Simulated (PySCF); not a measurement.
## Where the electron goes

Species: F₂GeH₃P.
Cartesian coordinates in Å at the PBE0-D3(BJ)/def2-SVP level; atoms count from 1:
```xyz
7
F2GeH3P angstrom
F      1.7395   -1.2821   -0.4432
P      1.1124    0.0718   -1.0841
F      1.8685    1.1596   -0.1476
Ge    -0.8631    0.0146    0.2058
H     -0.4653   -0.1614    1.6788
H     -1.6292    1.3338    0.0075
H     -1.7289   -1.1658   -0.2666
```

Theory: PySCF, TDDFT CAM-B3LYP/def2-SVPD, vertical, gas phase, core orbitals frozen in the response. Relativistic effects, spin–orbit coupling among them, are left out although an element past zinc is present.

Kohn–Sham orbitals with the atoms that hold most of them (Löwdin shares over 4%, at most four atoms; ? is withheld):

| orbital | ε (eV) | atoms |
| --- | --- | --- |
| LUMO+2 | 0.93 | Ge4 53%, H6 12%, H7 12%, P2 9% |
| LUMO+1 | 0.17 | P2 40%, Ge4 29%, H5 11%, F1 7% |
| LUMO | 0.13 | P2 47%, Ge4 19%, F3 14%, F1 14% |
| HOMO | -8.68 | ? |
| HOMO-1 | -11.45 | ? |
| HOMO-2 | -11.51 | Ge4 44%, H7 26%, H6 24% |
| HOMO-3 | -12.58 | P2 35%, F1 21%, F3 20%, Ge4 15% |

Which atoms hold the HOMO-1, and with what shares?

Ge4 (bonded to P and 3 H) 42%; H5 (bonded to Ge) 29%; H6 (bonded to Ge) 12%; H7 (bonded to Ge) 10%. By element: hydrogen 50%, germanium 42%.

Which atoms hold the HOMO, and with what shares?

P2 (bonded to 2 F and Ge) 49%; Ge4 (bonded to P and 3 H) 20%; F3 (bonded to P) 12%; F1 (bonded to P) 12%. By element: phosphorus 49%, fluorine 24%, germanium 20%.

How does S1 compare with the orbital gap of 8.81 eV?

S1 is at 4.87 eV (f = 0.0040), 3.94 eV below the gap, made of HOMO→LUMO (98%). Without the coupling terms of the response equations the lowest excitation would equal the gap.

One configuration dominates each of S1, S2 and S8. Which, and how do the shares of the two leading atoms of either orbital change from the occupied to the empty one?

- S1 (4.87 eV, f 0.0040), HOMO→LUMO (98%): P2 49% → 47%, Ge4 20% → 19%
- S2 (5.61 eV, f 0.127), HOMO→LUMO+1 (80%): P2 49% → 40%, Ge4 20% → 29%
- S8 (8.48 eV, f 0.041), HOMO-1→LUMO+1 (79%): Ge4 42% → 29%, H5 29% → 11%, P2 at most 8% → 40%
